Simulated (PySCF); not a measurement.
# What a mistake does to a calculation on B2FH4Si cation

These are calculations, not measurements. They come from PySCF 2.14.0, an open-source quantum chemistry program, on an isolated molecule that a program drew, which may never have been made. The molecule is B2FH4Si cation (charge +1, singlet), drawn as the SMILES string `FBB[SiH2+]`.

Each row is a Hartree-Fock (HF) and frozen-core CCSD(T) single point in the cc-pV(D+d)Z basis, meant for a local HF minimum. Run 1 is clean. Each other run has one planted mistake out of seven kinds, and not every kind appears here: one electron removed, one electron added, multiplicity raised by two, geometry at a saddle point, minimal basis STO-3G, one bond length entered in bohr, all coordinates scaled. The reference is restricted for singlets and unrestricted otherwise, and also for a bond in bohr. Adding or removing an electron swaps singlet and doublet. Electrons count all cores. HOMO and LUMO are orbital energies over both spins, the gradient is its largest component, and the lowest frequency (negative if imaginary) is given only where the gradient is small. Bond lengths are over the 7 bonds as drawn. T1 is the CCSD diagnostic: over 0.02 (restricted) or 0.045 (unrestricted) a single reference is doubtful.

Geometry of the clean run:
```xyz
8
B2FH4Si cation, angstrom
F     1.2815   -1.1388    0.3167
B     0.4861   -1.1195    1.3650
B    -1.0878   -0.4399    1.1681
Si   -1.5667    1.5123    1.2633
H     0.8513   -1.5622    2.4120
H    -2.0370   -1.1394    0.9552
H    -1.9272    2.1840    2.5167
H    -1.5894    2.3661    0.0706
```

| run | electrons | basis functions | <S^2> | HOMO (eV) | LUMO (eV) | gradient (hartree/bohr) | lowest frequency (cm^-1) | mean bond (Å) | longest bond (Å) | T1 | HF (hartree) | CCSD(T) (hartree) | mistake |
|---|---|---|---|---|---|---|---|---|---|---|---|---|---|
| 1 | 36 | 85 | 0.000 | -16.60 | -5.87 | 8.9e-06 | 81 | 1.4829 | 2.012 | 0.0182 | -439.78722 | -440.26097 | no fault |
| 2 | 36 | 85 | 0.741 | -14.14 | -5.91 | 2.0e-02 | - | 1.6346 | 2.256 | 0.0536 | -439.66688 | -440.14138 | one bond length entered in bohr |
| 3 | 36 | 85 | 0.000 | -16.82 | -5.67 | 1.4e-01 | - | 1.3405 | 1.819 | 0.0177 | -439.70961 | -440.17699 | all coordinates scaled |
| 4 | 36 | 85 | 0.000 | -16.54 | -6.84 | 5.4e-05 | -235 | 1.4988 | 2.097 | 0.0152 | -439.77010 | -440.24168 | ? |

**Which mistake was planted in run 4, and what did it cost?**

The gradient is small, so the point is stationary, but the lowest frequency is imaginary (-235 cm^-1). So the mistake is: geometry at a saddle point. Subtracting run 1 and multiplying by 627.51 kcal/mol a hartree, the energy moved by 10.7 kcal/mol in HF and 12.1 kcal/mol in CCSD(T).

Cautions from the logs. Run 2: T1 is over the limit, so its CCSD(T) energy is less reliable.
